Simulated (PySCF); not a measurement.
Species: C6H10P (charge +1).
Numbering: `[CH3:1][CH:2]1[CH:3]=[CH:4][PH2+:5][CH:6]=[CH:7]1` (hydrogens: H8, H9, H10 on C1; H11 on C2; H12 on C3; H13 on C4; H14, H15 on P5; H16 on C6; H17 on C7)

Cartesian coordinates in Å at the GFN2-xTB level; atoms count from 1:
```xyz
17
C6H10P angstrom
C     -2.007   -0.215   -0.691
C     -0.989    0.104    0.427
C     -0.195   -1.123    0.718
C      1.117   -1.306    0.542
P      2.134    0.010   -0.074
C      1.078    1.428   -0.209
C     -0.228    1.328    0.049
H     -1.487   -0.462   -1.613
H     -2.652    0.640   -0.869
H     -2.628   -1.059   -0.403
H     -1.576    0.342    1.324
H     -0.784   -1.951    1.092
H      1.596   -2.249    0.771
H      2.711   -0.314   -1.287
H      3.211    0.255    0.754
H      1.532    2.367   -0.496
H     -0.841    2.216   -0.044
```

Jobs on this species (17 atoms, 60 electrons) with PySCF (density fitting). Hardware of each: an Intel Xeon Platinum 8375C at 2.90 GHz with one thread, on a shared host. Times come from a shared host and carry two figures at best. Peak memory is the resident size of the whole Python process, interpreter and libraries included.

```
                                               level and settings                                                                                                  work  basis functions  SCF cycles  wall time  peak memory
                                                   PBE0/def2-SVPD                                             1 singlet by TDA, 2 Tamm–Dancoff triplets, polarisability              224           ?          ?            ?
BHandHLYP/pcSseg-1, energy threshold 1e-06 Eh, start guess huckel                                      1 singlet by full TDDFT, 5 Tamm–Dancoff triplets, polarisability              176           8       22 s     0.91 GiB
                              mPW1PW91/pcSseg-0, start guess vsap                                                                    shieldings, ring-centre shieldings               87          13      9.7 s     0.59 GiB
                                                   OLYP/def2-SVPD   1 singlet by full TDDFT, 2 Tamm–Dancoff triplets, polarisability, density and orbital grids written              224          14       57 s     0.73 GiB
                  BHandHLYP/STO-3G, IEF-PCM benzene, grid level 1                                                                    shieldings, ring-centre shieldings               49           9      4.2 s     0.56 GiB
                                                    PBE0/pcSseg-1    shieldings, ring-centre shieldings, charges and field gradients, density and orbital grids written              176          13       34 s     0.81 GiB
                                                   PBE0/def2-SVPD  6 singlets by full TDDFT, 2 Tamm–Dancoff triplets, polarisability, density and orbital grids written              224          13       45 s     0.87 GiB
 HCTH407/def2-SVPD, energy threshold 1e-11 Eh, level shift 0.3 Eh                                            3 singlets by TDA, 2 Tamm–Dancoff triplets, polarisability              224          18       69 s     0.72 GiB
```

Q: Fill in the missing figures.

A: 
- PBE0/def2-SVPD; 1 singlet by TDA, 2 Tamm–Dancoff triplets, polarisability: 28 s, 1.0 GiB, 13 SCF cycles

Q: What do all jobs in the table cost together?

A: About 4.5 min; the longest takes about 26 % of that, and about 16 times as long as the shortest.
